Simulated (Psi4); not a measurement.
Pair of molecules, SMILES O=C=O with SMILES CC, pulled apart as rigid monomers along the line of their centres of mass from the B3LYP-D3(BJ)/def2-TZVP minimum (SMILES order as in the coordinates).
Starting geometry (charge 0, multiplicity 1):
```xyz
11

O      0.37157     0.92969     0.38386
C     -0.01397    -0.13058     0.11523
O     -0.39888    -1.18957    -0.15789
C     -0.21803    -0.63233     3.50051
C      0.22950     0.73351     4.01293
H     -0.45587    -1.30968     4.32302
H      0.56219    -1.10995     2.90367
H     -1.11263    -0.55222     2.87894
H     -0.55086     1.20544     4.61314
H      0.46692     1.40734     3.18819
H      1.12008     0.64829     4.63866
```

Level of theory: Psi4 with SAPT0/jun-cc-pV(D+d)Z.

```json
[
 {"C2···C4 (Å)": "3.09", "electrostatics (kJ/mol)": "-7.5", "exchange (kJ/mol)": "20.9", "induction (kJ/mol)": "-2.2", "dispersion (kJ/mol)": "-9.6", "total": "1.5"},
 {"C2···C4 (Å)": "3.43", "electrostatics (kJ/mol)": "-2.5", "exchange (kJ/mol)": "6.2", "induction (kJ/mol)": "…", "dispersion (kJ/mol)": "…", "total": "-2.3"},
 {"C2···C4 (Å)": "3.93", "electrostatics (kJ/mol)": "-0.6", "exchange (kJ/mol)": "1.0", "induction (kJ/mol)": "-0.2", "dispersion (kJ/mol)": "-2.3", "total": "-2.0"},
 {"C2···C4 (Å)": "4.78", "electrostatics (kJ/mol)": "-0.1", "exchange (kJ/mol)": "0.0", "induction (kJ/mol)": "0.0", "dispersion (kJ/mol)": "-0.7", "total": "-0.8"},
 {"C2···C4 (Å)": "6.14", "electrostatics (kJ/mol)": "0.0", "exchange (kJ/mol)": "0.0", "induction (kJ/mol)": "0.0", "dispersion (kJ/mol)": "-0.2", "total": "-0.2"}
]
```

Q: Complete the blanks.

A: 
- 3.43, dispersion (kJ/mol): -5.2
- 3.43, induction (kJ/mol): -0.8
